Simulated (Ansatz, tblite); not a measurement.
Isomers of Te$_{4}$Se⁻ (doublet), found by a short tight-binding search and relaxed with PBE-D4/def2-SVPD in Ansatz.

In the def2 sets Te takes a core potential; there is no spin–orbit coupling. The xTB rows come from tblite. Correlated methods freeze 25 core orbitals; core or outer-core shells of Se, Te are correlated, in sets that lack core-valence functions.

B: At MP2/def2-TZVPD the charge -1 doublet is spin-contaminated (final ⟨S²⟩ up to 0.87, 0.75 for a pure state).

Other spin states weren't relaxed.

A:

```xyz
5

Se   -0.4253   -1.4305   -1.8852
Te    0.7613   -0.6034    2.0209
Te   -1.2779   -1.7223    0.4323
Te    0.8163    1.8009   -1.5842
Te    0.1255    1.9553    1.0161
```

B:

Cartesian coordinates in Å:
```
Se -1.8712 -1.0043 -1.4995
Te 1.3911 -0.2428 0.6362
Te 0.1126 -2.4850 -1.1392
Te 1.2086 2.5029 1.8650
Te -0.8412 1.2292 0.1375
```

C:

Cartesian coordinates in Å:
```
Se 0.490 -0.941 1.291
Te 0.465 -0.182 -1.224
Te -2.069 2.080 -0.027
Te -1.321 0.758 2.198
Te 2.434 -1.715 -2.239
```

D:

Cartesian coordinates in Å:
```
Se -0.8082 1.2319 1.5958
Te -0.9389 1.8541 -1.1363
Te 0.8963 0.1691 -2.0571
Te 0.9236 -0.6039 1.5459
Te -0.0727 -2.6512 0.0516
```

E:

```xyz
5

Se   -2.501    0.045    2.409
Te    1.488   -0.746    0.763
Te   -0.244    1.006    2.101
Te    1.417    0.494   -1.762
Te   -0.159   -0.798   -3.511
```

Q: Estimate which lies lowest at each level, and how far above it the others are (kJ/mol).

A: 
| level | A | B | C | D | E |
| --- | --- | --- | --- | --- | --- |
| GFN1-xTB | 4.2 | 0.0 | 26.6 | 32.1 | 9.9 |
| GFN2-xTB | 37.8 | 44.0 | 45.9 | 63.6 | 0.0 |
| HF/def2-TZVPD | 6.7 | 78.3 | 18.2 | 30.9 | 0.0 |
| PBE-D4/def2-TZVPD | 1.0 | 6.2 | 11.4 | 0.0 | 4.5 |
| revPBE-D4/def2-TZVPD | 0.9 | 8.2 | 11.7 | 0.0 | 5.0 |
| BLYP-D4/def2-TZVPD | 0.3 | 16.6 | 10.8 | 0.0 | 3.0 |
| r2SCAN-D4/def2-TZVPD | 0.6 | 13.1 | 11.5 | 3.1 | 0.0 |
| B97M-V/def2-TZVPD | 1.0 | 23.5 | 13.5 | 7.7 | 0.0 |
| PBE0-D4/def2-TZVPD | 0.0 | 18.3 | 19.6 | 4.6 | 15.4 |
| RPA@PBE/def2-TZVPD | 0.0 | 16.6 | 12.9 | 3.0 | 5.0 |
| MP2/def2-TZVPD | 0.0 | 3.9 | 37.0 | 1.9 | 38.2 |
Point groups (tolerance 0.1 Å): A not assigned, B Cs, C not assigned, D not assigned, E not assigned. A and E have the same bonds, so they are conformers or stereoisomers. C and D have the same bonds, so they are conformers or stereoisomers. Lower isomers may exist.
